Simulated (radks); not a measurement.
The numbers below are computed, except where a source is named.
Spherical quantum dot in the effective-mass picture: electrons in a parabolic well V = omega^2 r^2 / 2 with omega = 0.171, all in effective atomic units (hartree* = m*/eps^2 hartree, bohr* = eps/m* bohr), one dielectric constant everywhere. Level of theory: non-relativistic Kohn-Sham, LDA (Slater exchange, Perdew-Wang correlation), spin-polarised, spherical densities (a radial shooting solver with Libxc functionals). Levels are named by radial order and angular momentum (1s, 1p, 1d, 2s, ...), and open shells are averaged over m.

N = 24, configuration 1s2 1p6 1d10 2s2 1f(up 4, down 0). This is the lowest configuration that the search found. Occupied and some empty levels:

| level | occupation | eigenvalue (hartree*) | <r> (bohr*) |
|---|---|---|---|
| 1s up | 1 | 3.6415 | 5.939 |
| 1s down | 1 | 3.6494 | 5.744 |
| 1p up | 3 | 3.6780 | 6.844 |
| 1p down | 3 | 3.6885 | 6.757 |
| 1d up | 5 | 3.7267 | 7.446 |
| 1d down | 5 | 3.7386 | 7.413 |
| 2s up | 1 | 3.7591 | 5.689 |
| 2s down | 1 | 3.7649 | 5.797 |
| 1f up | 4 | 3.7859 | 7.914 |
| 1f down | 0 | 3.7983 | 7.911 |
| 2p up | 0 | 3.8332 | 6.478 |
| 2p down | 0 | 3.8393 | 6.504 |
| 1g up | 0 | 3.8542 | 8.307 |
| 1g down | 0 | 3.8667 | 8.322 |
| 2d up | 0 | 3.9125 | 7.155 |
| 2d down | 0 | 3.9194 | 7.154 |

Energy (hartree*): total 54.0474, kinetic 2.5092, external 18.983, Hartree 36.532, exchange-correlation -3.9766.

Electron density:

| r (bohr*) | n(r) (e/bohr*^3) |
|---|---|
| 0.294 | 0.009961 |
| 1.03 | 0.009399 |
| 1.77 | 0.008399 |
| 2.51 | 0.007319 |
| 3.25 | 0.006548 |
| 3.99 | 0.006357 |
| 4.73 | 0.006762 |
| 5.47 | 0.007492 |
| 6.21 | 0.008061 |
| 6.95 | 0.007951 |
| 7.69 | 0.006885 |
| 8.43 | 0.005051 |
| 9.17 | 0.003044 |
| 9.90 | 0.001474 |
| 10.6 | 0.0005692 |
| 11.4 | 0.0001720 |
| 12.1 | 0.00004104 |
| 12.9 | 7.728e-06 |
| 13.6 | 1.156e-06 |
| 14.3 | 1.376e-07 |
